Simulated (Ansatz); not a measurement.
Harmonic frequencies (cm⁻¹) at PBE0-D4/def2-TZVP from Ansatz: 130, 212, 319, 532, 574, 668, 703, 729, 748, 802, 867, 2169, 2199, 2202, 3465.

Q: Which molecule is it?
A. `F[C]1=[CH][GeH2]1`
B. `[CH3][GeH2][Br]`
C. `FC#[C][GeH3]`
D. `C#[C][GeH2][F]`

A: D.
